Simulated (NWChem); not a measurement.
System: CH5FO2Si; SMILES CO[SiH](O)F

Input file for NWChem:

```
start job
memory heap 200 mb stack 900 mb global 1100 mb
geometry units angstroms noautosym nocenter noautoz
  Si     0.035899    -0.492490     0.372286
  O      0.931713    -1.717800    -0.249416
  F     -1.492632    -0.549250    -0.137175
  O      0.676766     0.927189    -0.150526
  C      0.016415     2.186701    -0.065300
  H      0.022808    -0.655074     1.835141
  H      1.253840    -1.592554    -1.153610
  H     -0.084210     2.510086     0.978952
  H      0.624491     2.921644    -0.599580
  H     -0.978778     2.146673    -0.523303
end
basis spherical
  * library 6-31g*
end
dft
  xc pbe0
  iterations 150
end
property
  efieldgrad
end
task dft property
```

Geometry: optimised at B3LYP/6-31G* (spherical d).

Vzz is the largest principal value of the second derivative of the potential at the nucleus (NWChem prints the opposite sign); η is the asymmetry. Non-relativistic.

Atoms are numbered as in the input.

### Question
Give the results of this calculation. (PBE0/6-31G* (spherical d).) Quantities: Vzz O2 (a.u.); η O2; Vzz O4 (a.u.); η O4.

### Answer
```
Item           Result
-------------  ------
Vzz O2 (a.u.)   1.346
η O2             0.57
Vzz O4 (a.u.)   1.561
η O4             0.42
```
